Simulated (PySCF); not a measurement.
Species: C4H9ClOSi.
Cartesian coordinates in Å at the GFN2-xTB level; atoms count from 1:
```xyz
16
C4H9ClOSi angstrom
C     -1.5777   -1.5478   -0.3412
C     -1.3064   -0.2704   -0.1295
C     -2.3401    0.8028    0.0269
O     -0.0429    0.2188   -0.0304
Si     1.4186   -0.4745   -0.1328
C      2.5585    1.0151    0.1814
Cl     4.2418    0.4590    0.0430
H     -2.5909   -1.8950   -0.4113
H     -0.7937   -2.2743   -0.4505
H     -2.2281    1.5386   -0.7678
H     -3.3396    0.3830   -0.0114
H     -2.1972    1.3150    0.9768
H      1.6760   -1.0275   -1.4615
H      1.6263   -1.4845    0.9044
H      2.4354    1.8150   -0.5443
H      2.4525    1.4355    1.1784
```

A PySCF run (density fitting, gas phase, GFN2-xTB geometry) gave HOMO -8.91 eV, LUMO 1.84 eV, dipole 2.28 D and E = -982.304 Eh.

Problem. Which of these levels was it?
A. wB97X-D/def2-SVPD
B. mPW1PW91/pcseg-1
C. PBE0/pcSseg-1

Solution. A. It is wB97X-D/def2-SVPD. All candidates on this geometry:

```tsv
level and settings	kind	basis functions	SCF cycles	E (Eh)	HOMO (eV)	LUMO (eV)	dipole (D)
mPW1PW91/pcseg-1, grid level 3, energy threshold 1e-06 Eh	global hybrid	151	8	-982.6679	-7.07	0.31	2.32
PBE0/pcSseg-1	global hybrid	178	14	-982.1675	-7.04	0.42	2.31
wB97X-D/def2-SVPD	range-separated hybrid	226	13	-982.3043	-8.91	1.84	2.28
```

The nearest other candidate, by the summed differences of HOMO and LUMO, is PBE0/pcSseg-1: its HOMO differs by +1.87 eV and its LUMO by -1.42 eV. wB97X-D ran without the empirical dispersion term, which would shift the total energy alone. Cycle counts include a coarse-grid stage where the run had one.
